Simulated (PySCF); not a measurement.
**Mayer bond orders and bond lengths**

Species: C5H4F3OP.
Numbering: `[CH3:1][c:2]1[cH:3][p:4][c:5]([C:6]([F:7])([F:8])[F:9])[o:10]1` (hydrogens: H11, H12, H13 on C1; H14 on C3)

Cartesian coordinates in Å at the GFN2-xTB level; atoms count from 1:
```xyz
14
C5H4F3OP angstrom
C     -2.1712   -0.8567    0.4536
C     -1.0248    0.0334    0.1280
C     -1.0265    1.3703   -0.1328
P      0.5957    1.9758   -0.4659
C      1.1355    0.3653   -0.2229
C      2.5312   -0.1450   -0.3092
F      3.0766    0.0644   -1.5233
F      3.3536    0.4693    0.5634
F      2.6195   -1.4555   -0.0665
O      0.1814   -0.5383    0.0799
H     -3.0948   -0.2879    0.4625
H     -2.2440   -1.6543   -0.2839
H     -2.0199   -1.3169    1.4288
H     -1.9130    1.9757   -0.1339
```

Bond orders from the PBE0/pcSseg-1 density (PySCF). Geometry: GFN2-xTB; no solvent, vibrations or thermal averaging. GFN2-xTB frequencies show an imaginary mode (27i cm⁻¹), so this geometry is no minimum at that level.

(1) Where do the orders between heavy atoms depart from those drawn in the SMILES?

(2) Set the Mayer orders of the bonds beside their lengths.

Answers

(1) The largest departure is 0.456, at C5–O10 (drawn aromatic, 1.044), counting aromatic bonds as 1.5. The bonds drawn aromatic range from 1.04 to 1.54.

(2) 
```json
{"bond": "C1–C2", "drawn as": "single", "length (Å)": "1.487", "Mayer order": "1.081"}
{"bond": "C2–C3", "drawn as": "aromatic", "length (Å)": "1.362", "Mayer order": "1.537"}
{"bond": "C3–P4", "drawn as": "aromatic", "length (Å)": "1.763", "Mayer order": "1.159"}
{"bond": "P4–C5", "drawn as": "aromatic", "length (Å)": "1.716", "Mayer order": "1.492"}
{"bond": "C5–C6", "drawn as": "single", "length (Å)": "1.489", "Mayer order": "0.990"}
{"bond": "C6–F7", "drawn as": "single", "length (Å)": "1.347", "Mayer order": "0.993"}
{"bond": "C6–F8", "drawn as": "single", "length (Å)": "1.347", "Mayer order": "0.993"}
{"bond": "C6–F9", "drawn as": "single", "length (Å)": "1.336", "Mayer order": "1.019"}
{"bond": "C5–O10", "drawn as": "aromatic", "length (Å)": "1.349", "Mayer order": "1.044"}
{"bond": "O10–C2", "drawn as": "aromatic", "length (Å)": "1.336", "Mayer order": "1.075"}
{"bond": "C1–H11", "drawn as": "single", "length (Å)": "1.085", "Mayer order": "0.953"}
{"bond": "C1–H12", "drawn as": "single", "length (Å)": "1.089", "Mayer order": "0.937"}
{"bond": "C1–H13", "drawn as": "single", "length (Å)": "1.089", "Mayer order": "0.937"}
{"bond": "C3–H14", "drawn as": "single", "length (Å)": "1.073", "Mayer order": "0.961"}
```

Bonds between the same two heavy elements. C–C: lowest C5–C6 (0.990, 1.489 Å), highest C2–C3 (1.537, 1.362 Å). C–P: lowest C3–P4 (1.159, 1.763 Å), highest P4–C5 (1.492, 1.716 Å). C–F: lowest C6–F7 and C6–F8 (0.993, 1.347 Å), highest C6–F9 (1.019, 1.336 Å). C–O: lowest C5–O10 (1.044, 1.349 Å), highest O10–C2 (1.075, 1.336 Å). Bonds named together lie within 0.004.

**Question.** Sum the orders of all bonds at each heavy atom with more than one neighbour and set the sums beside the valence in the SMILES.

**Answer.** C1 3.908 (drawn 4), C2 3.693 (drawn 4), C3 3.657 (drawn 4), P4 2.651 (drawn 3), C5 3.526 (drawn 4), C6 3.995 (drawn 4), O10 2.119 (drawn 2). Orders between atoms that aren't bonded are not in these sums.

For a closed shell the Mayer order of atoms A and B is Σ (PS)μν (PS)νμ over the basis functions μ on A and ν on B, with P the density and S the overlap matrix.
